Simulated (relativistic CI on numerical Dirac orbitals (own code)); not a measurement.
Energy levels of Sm⁷⁺

Calculated at this level of theory: Dirac-Coulomb-Breit CI, orbitals from a KLI potential per configuration, model QED (radiative potential, 1s self-energy scaled to tabulated hydrogen-like ionisation energies), unscaled Slater integrals (own radial code, finite nucleus).

Configuration list (outside the closed core [Ar] 3d10 4p6 4d10): 4s2.4f4.5s2.5p3, 4s2.4f3.5s.5p5, 4s2.4f2.5s2.5p4.6s, 4s.4f3.5s2.5p5. The list is cut by size and lacks configurations that can hold low levels.

```tsv
No.	Configuration	Term	J	E (cm⁻¹)	%	Next component (%)	Landé g
41	4f4(3H).5p3(4S°)	6H°	7/2	33942.5	33	17 4G°	1.034
42	4f4(3K).5p3(4S°)	6K°	11/2	34471.5	46	13 4K°	0.849
43	4f4(3K).5p3(4S°)	6K°	17/2	34485.6	53	14 4L°	1.177
44	4f4(3K).5p3(4S°)	6K°	19/2	34891.1	55	26 4L°	1.218
45	4f4(5F).5p3(4S°)	6F°	7/2	35181.3	30	17 6G°	1.239
46	4f4(3K).5p3(4S°)	6K°	13/2	35335.7	24	17 4K°	1.046
47	4f4(3K).5p3(4S°)	6K°	15/2	35495.3	21	19 4K°	1.174
48	4f4(3H).5p3(4S°)	6H°	9/2	36499.7	32	11 8G°	1.187
49	4f4(3G).5p3(4S°)	6G°	3/2	36530.0	41	22 6F°	0.539
50	4f4(5F).5p3(2P°)	6D°	9/2	36729.5	27	25 6F°	1.364
51	4f4(3H).5p3(4S°)	6H°	11/2	37289.9	28	15 4H°	1.177
52	4f4(5F).5p3(4S°)	6F°	1/2	37344.5	67	21 4D°	-0.376
53	4f4(3D).5p3(4S°)	6D°	3/2	37462.6	31	20 4P°	1.702
54	4f4(3G).5p3(4S°)	6G°	5/2	37720.4	48	13 4F°	0.946
55	4f4(5S).5p3(4S°)	6S°	5/2	38233.9	24	21 6D°	1.622
56	4f4(3D).5p3(4S°)	6D°	5/2	38486.9	16	15 6F°	1.204
57	4f4(3G).5p3(4S°)	6G°	7/2	38497.2	28	16 4G°	1.171
58	4f4(5G).5p3(4S°)	6G°	3/2	38541.3	32	28 6F°	0.802
59	4f4(3L).5p3(4S°)	6L°	13/2	39099.2	32	15 6H°	1.002
60	4f4(3L).5p3(4S°)	6L°	15/2	39233.8	42	13 4L°	1.026
61	4f4(3G).5p3(4S°)	6G°	9/2	39799.5	23	18 6F°	1.246
62	4f4(3G).5p3(4S°)	6G°	7/2	39825.8	20	16 6D°	1.240
63	4f4(3L).5p3(4S°)	6L°	17/2	39856.4	45	15 4L°	1.083
64	4f4(3L).5p3(4S°)	6L°	11/2	39860.2	37	37 4K°	0.793
65	4f4(3H).5p3(4S°)	6H°	13/2	39909.4	22	13 6L°	1.123
66	4f4(5I).5p3(2D°)	6H°	5/2	40127.0	62	14 4G°	0.382
67	4f4(3F).5p3(4S°)	6F°	11/2	40140.1	46	17 4G°	1.359
68	4f4(3D).5p3(4S°)	6D°	1/2	40502.4	50	23 4P°	2.652
69	4s2.4f4.5s2.5p3	4D°	7/2	40970.6	22	12 6G°	1.278
70	4f4(3P).5p3(4S°)	6P°	5/2	41287.0	24	18 6D°	1.634
71	4f4(3G).5p3(4S°)	6G°	9/2	41300.8	18	17 6H°	1.200
72	4f4(1L).5p3(4S°)	4L°	15/2	41540.9	25	20 6M°	0.948
73	4f4(5I).5p3(2D°)	6H°	7/2	41787.5	24	15 4G°	0.937
74	4f4(3L).5p3(4S°)	6L°	19/2	42111.9	60	14 4M°	1.147
75	4f4(5I).5p3(2D°)	6H°	7/2	42384.3	28	14 6G°	0.996
76	4f4(3H).5p3(4S°)	6H°	5/2	42498.4	31	20 4G°	0.799
77	4f4(3P).5p3(4S°)	6P°	3/2	42704.3	43	33 8D°	2.265
78	4f4(3H).5p3(4S°)	6H°	11/2	43001.0	29	16 4H°	1.215
79	4f4(3H).5p3(4S°)	6H°	15/2	43543.2	47	21 4I°	1.233
80	4s2.4f4.5s2.5p3	4F°	3/2	43576.3	18	18 6G°	1.232
81	4f4(3M).5p3(4S°)	6M°	17/2	43671.0	31	24 4L°	1.020
82	4f4(5I).5p3(2D°)	6I°	9/2	43773.6	28	25 6H°	0.999
83	4f4(3L).5p3(4S°)	6L°	21/2	44161.3	69	22 4M°	1.201
84	4f4(3F).5p3(4S°)	6F°	5/2	44189.5	16	15 4D°	1.406
85	4f4(3G).5p3(4S°)	6G°	11/2	44398.1	22	20 4K°	1.017
86	4s2.4f4.5s2.5p3	4L°	13/2	44672.6	22	17 6L°	0.951
87	4f4(5F).5p3(4S°)	6F°	11/2	44879.1	38	12 4G°	1.256
88	4f4(3H).5p3(4S°)	4H°	7/2	45506.3	23	10 6G°	1.053
89	4f4(5G).5p3(4S°)	6G°	9/2	45544.8	20	12 6D°	1.161
90	4f4(3M).5p3(4S°)	6M°	19/2	45590.6	46	15 4M°	1.081
91	4f4(3F).5p3(4S°)	6F°	3/2	45687.7	22	19 6P°	1.424
92	4f4(3D).5p3(4S°)	6D°	9/2	45918.6	22	20 6F°	1.307
93	4f4(3F).5p3(4S°)	6F°	1/2	46053.4	38	36 4D°	0.061
94	4f4(3K).5p3(4S°)	4K°	15/2	46056.4	17	16 4M°	1.019
95	4f4(5D).5p3(4S°)	8D°	5/2	46093.7	27	15 6P°	1.555
96	4f4(3G).5p3(4S°)	6G°	13/2	46101.1	33	23 4H°	1.277
97	4f4(3F).5p3(4S°)	6F°	7/2	46123.3	30	19 8D°	1.355
98	4f4(3K).5p3(4S°)	4K°	17/2	46133.5	34	13 6I°	1.115
99	4f4(3M).5p3(4S°)	6M°	13/2	46165.2	33	26 4L°	0.840
100	4f4(5I).5p3(2D°)	6I°	11/2	46281.8	34	11 6G°	1.109
101	4f4(3I).5p3(4S°)	6I°	7/2	47182.7	53	15 4H°	0.675
102	4f4(5D).5p3(4S°)	8D°	9/2	47237.4	19	16 6F°	1.287
103	4f4(3G).5p3(4S°)	4G°	5/2	47460.2	27	13 2F°	0.999
104	4f4(5S).5p3(2D°)	6D°	1/2	47497.5	51	24 4P°	2.433
105	4f4(5I).5p3(4S°)	6I°	11/2	47504.6	31	15 6K°	1.057
106	4f4(3P).5p3(4S°)	6P°	5/2	47760.8	18	17 4D°	1.404
107	4f4(5D).5p3(4S°)	8D°	7/2	47852.2	24	14 4G°	1.308
108	4f4(3M).5p3(4S°)	6M°	21/2	47916.8	61	17 4N°	1.133
109	4f4(3I).5p3(4S°)	6I°	13/2	48138.4	39	16 6L°	1.076
110	4f4(5S).5p3(2D°)	6D°	3/2	48285.8	41	14 6P°	1.717
```

Energies count from the lowest computed level; ° marks odd parity. Percentages are summed over parent terms; the parents shown are those of the largest component, closed shells are left out there.

The mean weight of the leading LS term, summed over parents, in these 70 levels is 34 %, and that of the leading jj configuration (from the same eigenvectors) 35 %.

At this charge configurations can still be misplaced by up to about 7 % of their energy. Terms inside the open d or f shell come out 10 to 20 % too wide with unscaled integrals. Levels and lines within the n = 5 or 6 shells can be off by up to 10 % or somewhat more, and those that change n by about 2 %, since core polarisation is missing.

LS names give the leading component of a level, which can be under half, so a name can repeat, a term be missing and a line seem to break the LS rules.
